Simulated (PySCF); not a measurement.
Compound: C7H15P.
Numbering: `[CH2:1]=[P:2]1([CH3:3])[CH2:4][CH2:5][CH2:6][CH2:7][CH2:8]1`

Cartesian coordinates in Å at the GFN2-xTB level; atoms count from 1:
```xyz
23
C7H15P angstrom
C     -1.2639   -1.0482   -1.5317
P     -1.0409   -0.1331   -0.1132
C     -2.2876    0.5454    1.1283
C      0.1200   -1.0177    0.9908
C      1.4505   -1.1843    0.2660
C      2.0918    0.1600   -0.0690
C      1.2698    0.9516   -1.0831
C     -0.0821    1.3722   -0.5187
H     -1.8540   -0.4964   -2.2631
H     -1.7256   -2.0095   -1.3077
H     -1.8239    1.0992    1.9417
H     -2.9800    1.1973    0.5944
H     -2.8531   -0.2930    1.5364
H     -0.3070   -1.9946    1.2338
H      0.2456   -0.4550    1.9202
H      2.1336   -1.7692    0.8881
H      1.2751   -1.7332   -0.6615
H      2.2140    0.7478    0.8458
H      3.0865   -0.0177   -0.4838
H      1.8282    1.8398   -1.3914
H      1.1003    0.3294   -1.9641
H     -0.6412    1.9518   -1.2583
H      0.0392    1.9844    0.3794
```

NICS is the negative of the GIAO shielding at a point without a nucleus: at the ring centre (0) and 1 Å above and below it (1); zz is the component along the ring normal. Level: GIAO PBE0/pcSseg-1 (PySCF, non-relativistic, gas phase) on the GFN2-xTB geometry, one conformer.

Ring bond lengths (Å), with Mayer bond orders in brackets: P2–C4 1.830 (0.94), C4–C5 1.524 (1.03), C5–C6 1.527 (1.04), C6–C7 1.527 (1.04), C7–C8 1.524 (1.03), C8–P2 1.830 (0.94).

Task: What do the NICS probes read (ppm)?

Result: 
| ring | type | NICS(0) | NICS(1), two faces | NICS(1)zz, two faces | rms pucker (Å) | centre to ring atoms, mean (Å) |
| --- | --- | --- | --- | --- | --- | --- |
| P2–C4–C5–C6–C7–C8 | 6-membered ring with P; formal bonds all single | -2.1 | -1.9 / -1.9 | 3.8 / 4.0 | 0.27 | 1.55 |

Task: What can be read from them?

Result: 
- P2–C4–C5–C6–C7–C8: mean NICS(1)zz 3.9 ppm, deshielded. P2, C4, C5, C6, C7, C8 have four or more neighbours, so the value isn't read as a sign of a π ring current.

The run took 44 s of wall time on an Intel Xeon 6975P-C with one thread, shared host, and the process peaked at 1.1 GiB of memory. This is the whole shielding run at PBE0/pcSseg-1, SCF included.
